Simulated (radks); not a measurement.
Li I, configuration [He] 2p1 (not the ground configuration). Method: Dirac Kohn-Sham, Wu-Cohen GGA, spin-unpolarised, spherical densities, point nucleus; open shells are shared between the two j in proportion to 2j + 1; computed with a radial shooting solver on a logarithmic mesh with Libxc functionals. Some entries of the table are withheld. Estimate them.

| orbital | occ. | eigenvalue (eV) | r(max) (bohr) |
|---|---|---|---|
| 1s1/2 | 2 | (1) | 0.3619 |
| 2s1/2 | 0 | (2) | (3) |
| 2p1/2 | 0.333333 | -1.5297 | (4) |
| 2p3/2 | 0.666667 | -1.5296 | (5) |

Answer. 
(1) 1s1/2 eigenvalue (eV): -53.2360
(2) 2s1/2 eigenvalue (eV): -3.2784
(3) 2s1/2 r(max) (bohr): 3.173
(4) 2p1/2 r(max) (bohr): 4.047
(5) 2p3/2 r(max) (bohr): 4.048
